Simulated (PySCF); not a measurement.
Species: C2H7BN, net charge 0, doublet state. It need not be the lowest isomer of its formula. 
Structure (B3LYP-D3(BJ)/def2-TZVP (Ansatz) minimum search):
```xyz
11

C      1.9986     0.4366    -0.3325
B      0.5007     0.5509     0.0912
N     -0.4841    -0.4027    -0.0368
C     -1.8806    -0.2916     0.3600
H      2.2602     1.2114    -1.0579
H      2.2425    -0.5376    -0.7791
H      2.6601     0.5859     0.5249
H     -0.2526    -1.3015    -0.4506
H     -2.0451     0.6940     0.7911
H     -2.1412    -1.0460     1.1069
H     -2.5468    -0.4116    -0.4983
```
Charge 0, spin multiplicity 2.

Dispersion corrections to the total energy (kcal/mol) from the dftd3 and dftd4 libraries through PySCF: D3(BJ) without and D4 with the three-body term, each with the damping fitted for the functional named.

```
functional      D3(BJ)          D4
----------  ----------  ----------
PBE0             -3.41       -3.09
TPSS             -5.02       -5.03
LC-wPBE          -3.62  (withheld)
CAM-B3LYP        -2.95       -3.07
HF              -35.09      -14.70
B2GP-PLYP   (withheld)       -1.53
BP86             -6.05  (withheld)
```

### Question
Some entries are withheld; supply them.

### Answer

- LC-wPBE, D4: -4.09
- B2GP-PLYP, D3(BJ): -2.22
- BP86, D4: -4.79
